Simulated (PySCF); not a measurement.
C2HCl2F3Si2, SMILES F[Si](F)(F)C#C[SiH](Cl)Cl (CAM-B3LYP/def2-SVP optimised geometry):

```
10

Si    -2.335    -3.032    -3.957
F     -3.926    -3.037    -4.004
F     -1.833    -4.541    -3.952
F     -1.801    -2.334    -5.284
C     -1.747    -2.159    -2.492
C     -1.352    -1.581    -1.497
Si    -0.775    -0.693     0.000
Cl    -1.483    -1.683     1.645
Cl     1.272    -0.693     0.000
H     -1.272     0.693     0.000
```

Level of theory: CAM-B3LYP/def2-TZVP in PySCF.

What are the frontier orbital energies and the dipole moment?

HOMO-2 -11.15 eV, HOMO-1 -10.84 eV, HOMO -10.70 eV, LUMO -0.80 eV, LUMO+1 -0.77 eV; dipole moment 1.74 D.

Meta-Löwdin charges at CAM-B3LYP/def2-TZVP: Si1 1.70, F2 -0.48, F3 -0.48, F4 -0.48, C5 -0.31, C6 -0.24, Si7 0.90, Cl8 -0.26, Cl9 -0.26, H10 -0.09.
